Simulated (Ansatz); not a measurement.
Isolated molecules relaxed with PBE0-D4/def2-TZVP in Ansatz; ΔE leaves out vibrations. CCSD(T)/CBS adds triple-zeta CCSD(T) − MP2 to the extrapolated MP2 energy (def2 sets, frozen cores). Functionals use def2-TZVPP. B3LYP here is the variant with VWN-RPA as its local correlation; programs differ in this. One conformer a species, not always the lowest.

`BC(F)[SiH2][SiH3]` → `BC([SiH3])[SiH2]F`  (isomerisation)

| level | ΔE (kJ/mol) | difference from CCSD(T)/CBS |
| --- | --- | --- |
| PBE-D4 | -227.7 | 45.1 |
| PBE0-D4 | -244.4 | 28.4 |
| B3LYP-D4 | -252.6 | 20.2 |
| ωB97X-V | -256.5 | 16.3 |
| ωB97M-V | -265.5 | 7.3 |
| B2PLYP | -265.0 | 7.8 |
| PBE | -225.6 | 47.2 |
| PBE0 | -242.8 | 30.0 |
| HF/def2-TZVPP | -281.5 | -8.7 |
| MP2/def2-TZVPP | -289.8 | -17.0 |
| SCS-MP2/def2-TZVPP | -284.4 | -11.6 |
| CCSD/def2-TZVPP | -271.9 | 0.9 |
| MP2/def2-QZVPP | -293.2 | -20.4 |
| SCS-MP2/def2-QZVPP | -287.9 | -15.1 |
| MP2/CBS(def2) | -293.8 | -21.0 |
| CCSD/CBS(def2) | -275.9 | -3.1 |
| CCSD(T)/CBS | -272.8 | 0 |

Largest T1 diagnostic among the species: 0.014.

The D4 term adds −3.5 kJ/mol with B3LYP and −1.6 kJ/mol with PBE0; it sums over pairs of atoms, weighted by their polarisabilities, and B3LYP, whose exchange is more repulsive, gets the larger term. From PBE to PBE0 (25 % exact exchange), in def2-TZVPP and without D4, ΔE moves by −17.2 kJ/mol.
